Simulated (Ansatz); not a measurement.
Steps of a relaxation of `OC[O][AlH][InH2]` with RKS PBE0-D4/def2-TZVP.

```sh
$ ansatz run in.yaml --threads 4 --pin off --events-out ev --progress --plain --max-ram 10444MiB
```

```yaml
crystal:
  periodic: [false, false, false]
  atoms:
    - {symbol: O, position_ang: [1.003550, -0.619950, -0.222820]}
    - {symbol: C, position_ang: [0.571450, -0.782130, 1.121660]}
    - {symbol: O, position_ang: [-0.583110, -0.073410, 1.251940]}
    - {symbol: Al, position_ang: [-1.740100, 0.913960, 0.552000]}
    - {symbol: In, position_ang: [-0.439770, 0.969700, -1.794000]}
    - {symbol: H, position_ang: [1.825660, -1.099200, -0.377100]}
    - {symbol: H, position_ang: [1.344180, -0.396450, 1.808210]}
    - {symbol: H, position_ang: [0.396430, -1.852170, 1.326280]}
    - {symbol: H, position_ang: [-2.935920, 1.315730, 1.445330]}
    - {symbol: H, position_ang: [1.018660, 1.954660, -2.097810]}
    - {symbol: H, position_ang: [-0.461050, -0.330740, -3.013660]}
basis:
  gaussian: {orbitals: def2-TZVP}
hamiltonian: {xc: pbe0, dispersion: d4}
relax: {f_tol: 0.005, max_steps: 150}
```

Positions (Å) and forces (eV/Å) along the path, 7 of 7 steps:

```xyz
11
step=1 energy=-16993.7617 eV
O     1.004   -0.620   -0.223    0.188   -0.072   -0.157
C     0.571   -0.782    1.122   -0.395    0.298   -0.098
O    -0.583   -0.073    1.252    0.610   -0.804    1.119
Al   -1.740    0.914    0.552    0.347    0.235   -1.281
In   -0.440    0.970   -1.794    0.631   -0.339   -0.116
H     1.826   -1.099   -0.377   -0.129    0.105   -0.037
H     1.344   -0.396    1.808   -0.114   -0.032   -0.076
H     0.396   -1.852    1.326   -0.002    0.144   -0.018
H    -2.936    1.316    1.445   -0.421    0.158    0.319
H     1.019    1.955   -2.098   -0.477   -0.034    0.098
H    -0.461   -0.331   -3.014   -0.237    0.342    0.246
11
step=2 energy=-16993.9091 eV
O     1.025   -0.644   -0.193    0.239   -0.025   -0.373
C     0.580   -0.800    1.151   -0.500    0.347   -0.032
O    -0.569   -0.093    1.267    0.332   -0.629    1.124
Al   -1.666    0.899    0.451   -0.103    0.224   -0.442
In   -0.319    0.888   -1.780   -0.032    0.090   -0.274
H     1.847   -1.119   -0.344   -0.007    0.018   -0.020
H     1.344   -0.412    1.841    0.016   -0.026   -0.059
H     0.400   -1.866    1.358    0.047    0.021   -0.045
H    -2.898    1.343    1.330   -0.117    0.053    0.072
H     0.908    2.099   -2.061   -0.017   -0.167   -0.033
H    -0.651   -0.297   -3.020    0.142    0.093    0.082
11
step=3 energy=-16993.9755 eV
O     1.001   -0.621   -0.184    0.131    0.010   -0.265
C     0.572   -0.805    1.171   -0.223    0.194   -0.134
O    -0.577   -0.118    1.331   -0.013   -0.287    0.783
Al   -1.649    0.885    0.464   -0.035    0.116   -0.278
In   -0.321    0.893   -1.804   -0.094    0.046    0.031
H     1.826   -1.084   -0.356   -0.002   -0.003    0.026
H     1.348   -0.427    1.851    0.041   -0.004   -0.042
H     0.412   -1.877    1.355    0.032   -0.006   -0.045
H    -2.900    1.353    1.330    0.043   -0.007   -0.037
H     0.909    2.074   -2.111    0.072   -0.014   -0.018
H    -0.622   -0.272   -3.049    0.048   -0.045   -0.021
11
step=4 energy=-16994.0283 eV
O     0.938   -0.562   -0.186   -0.050    0.021    0.011
C     0.550   -0.804    1.189    0.153   -0.120   -0.067
O    -0.608   -0.165    1.465   -0.047    0.060   -0.103
Al   -1.610    0.853    0.477   -0.077    0.018    0.127
In   -0.312    0.886   -1.811   -0.033   -0.001    0.111
H     1.767   -1.003   -0.392   -0.031   -0.009    0.086
H     1.363   -0.444    1.836   -0.029    0.036   -0.021
H     0.442   -1.892    1.321   -0.038    0.078   -0.030
H    -2.882    1.374    1.296    0.125   -0.057   -0.083
H     0.938    2.039   -2.140    0.038    0.032    0.004
H    -0.586   -0.283   -3.055   -0.012   -0.057   -0.035
11
step=5 energy=-16994.0325 eV
O     0.942   -0.562   -0.197    0.003   -0.002   -0.012
C     0.552   -0.800    1.174    0.029   -0.036   -0.008
O    -0.605   -0.158    1.446   -0.064    0.041    0.001
Al   -1.620    0.864    0.483    0.018   -0.027    0.007
In   -0.314    0.881   -1.795    0.002    0.000    0.019
H     1.772   -1.008   -0.387   -0.017    0.012    0.007
H     1.361   -0.433    1.823   -0.006   -0.018   -0.007
H     0.434   -1.886    1.306    0.013    0.035    0.005
H    -2.885    1.369    1.301    0.020   -0.007   -0.004
H     0.944    2.032   -2.118    0.011    0.012   -0.004
H    -0.581   -0.300   -3.036   -0.007   -0.010   -0.004
11
step=6 energy=-16994.0327 eV
O     0.935   -0.562   -0.198    0.012   -0.017    0.006
C     0.551   -0.799    1.175   -0.004    0.004   -0.005
O    -0.607   -0.157    1.448    0.001   -0.010    0.013
Al   -1.621    0.858    0.480    0.007    0.014   -0.001
In   -0.310    0.883   -1.794   -0.002    0.001    0.000
H     1.766   -1.006   -0.389    0.000    0.004   -0.004
H     1.362   -0.432    1.820   -0.001    0.003   -0.001
H     0.435   -1.884    1.309    0.000    0.004   -0.006
H    -2.880    1.365    1.302   -0.010    0.000   -0.001
H     0.949    2.034   -2.119   -0.004   -0.002    0.002
H    -0.581   -0.301   -3.033    0.000   -0.001   -0.002
11
step=7 energy=-16994.0327 eV
O     0.937   -0.562   -0.198   -0.003   -0.003    0.001
C     0.551   -0.799    1.174    0.004   -0.002    0.001
O    -0.608   -0.158    1.448    0.004   -0.003   -0.002
Al   -1.619    0.862    0.481   -0.002   -0.001    0.000
In   -0.310    0.882   -1.794    0.001    0.001   -0.001
H     1.769   -1.005   -0.388    0.001    0.003    0.001
H     1.361   -0.433    1.820    0.000    0.002    0.000
H     0.436   -1.884    1.307   -0.004    0.000    0.001
H    -2.881    1.366    1.301   -0.002    0.001    0.000
H     0.948    2.034   -2.118    0.001   -0.001   -0.001
H    -0.582   -0.302   -3.033   -0.001    0.002    0.002
```

Run time 35 s (4 threads of an Arm Neoverse V1 on a shared host); peak host memory 0.66 GiB.
